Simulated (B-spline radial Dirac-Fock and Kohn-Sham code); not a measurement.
# Core-level shifts of mercury with charge state

Calculated with a radial finite-basis atomic code, using multi-electron Dirac-Fock with separately optimised hole states, Breit and Lamb-shift corrections added in first order. Each ion is free and in its tabulated ground configuration. The model has no electron correlation.

Reference: Hg, [Xe] 4f14 5d10 6s2, with K 83104.6 eV, L1 14856.9 eV, N1 816.1 eV, N2 693.4 eV, N7 104.9 eV, Kα1 (K-L3) 70814.0 eV, Kβ1 (K-M3) 80244.4 eV, Lℓ (L3-M1) 8713.7 eV. Shifts from it, in eV (a dash: the subshell is empty, belongs to an open shell averaged over j, or its hole state is left out as unreliable):

```
 ion       configuration      K     L1     N1     N2     N7    Kα1    Kβ1     Lℓ
 Hg⁺  [Xe] 4f14 5d10 6s1   +9.7   +9.6   +9.5   +9.6   +9.6  +0.05  +0.06  +0.05
Hg²⁺      [Xe] 4f14 5d10  +20.5  +20.2  +20.2  +20.3  +20.3  +0.19  +0.21  +0.08
Hg³⁺       [Xe] 4f14 5d9  +37.0  +36.8  +36.6  +36.6  +36.6  +0.11  +0.23  +0.18
Hg⁴⁺       [Xe] 4f14 5d8  +54.8  +54.7  +54.2  +54.2  +54.1  +0.03  +0.31  +0.33
Hg⁵⁺       [Xe] 4f14 5d7  +73.9  +73.8  +72.9  +72.9  +72.7  -0.05  +0.43  +0.53
```

Over this range K (1s) moves by +73.9 eV and Kα1 by 0.0 eV: a line is a difference of two levels that shift in the same direction.
